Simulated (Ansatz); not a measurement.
Cartesian coordinates in Å:
```
O -1.3460 -1.7773 -0.8189
Al -0.3943 -0.5430 -0.1991
C 0.5779 0.3496 1.1045
C 0.5885 1.0192 -0.0827
F 1.2017 2.1725 -0.3351
H -1.6848 -1.8494 -1.7086
H 1.0569 0.6284 2.0400
```

Total charge 0; spin multiplicity 1.

List the PBE/def2-TZVPP orbital energies in eV (Ansatz 0.2.0). (Estimate.)

The calculation gave: Occupied: -1506.80, -660.37, -510.53, -270.83, -268.83, -107.10, -69.16, -69.05, -68.97, -30.57, -24.87, -18.91, -14.08, -13.09, -12.32, -10.98, -10.84, -8.82, -8.29, -7.27, -6.77, -6.05. Lowest empty: -1.91, -0.87, -0.42, 0.32, 0.79, 1.37, 2.08, 3.09.
